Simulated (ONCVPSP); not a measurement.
Ranking ONCV potentials for K

All share these settings but for the change named:

ONCVPSP 4.0.1 input, shortened (lines: element, Z, core and valence counts, functional; n l f; lmax; l rc ep ncon nbas qcut; lloc lpopt rc5 dvloc0; l nproj debl; icmod fcfact rcfact), LDA (Perdew-Wang 92), scalar-relativistic:

```
  K 19.00    3    3  -001012      upf
    1    0    2.00
    2    0    2.00
    2    1    6.00
    3    0    2.00
    3    1    6.00
    4    0    1.00
    2
    0    2.45    0.00    3    7    3.90
    1    1.30    0.00    4    8    6.80
    2    2.20    0.07    3    7    3.80
    4    2    0.85    0.00
    0    2    3.90
    1    2    1.80
    2    1    3.20
    3    4.75    1.25
```

Cutoff: the first of the cutoffs (Ha) at which the residual kinetic energy of the hardest occupied pseudo-wave falls to 1 and 0.1 mHa per electron; the density cutoff is not measured.

The base gives 12 Ha.

Of 6 variants that were run, those that failed, showed a ghost or another fault, or gave nearly equal values are left out.

A variant can come out equal or close to the base.

(1) Rank these variants from softest to hardest (loose cutoff).
A. s: qcut 5.4; p: qcut 9.4; d: qcut 5.3
B. s: qcut 4.9; p: qcut 8.5; d: qcut 4.8
C. s: qcut 4.4; p: qcut 7.7; d: qcut 4.3
D. s: qcut 4; p: qcut 6.9; d: qcut 3.9

Results:

(1) D (12 Ha), C (17 Ha), B (21 Ha), A (24 Ha).
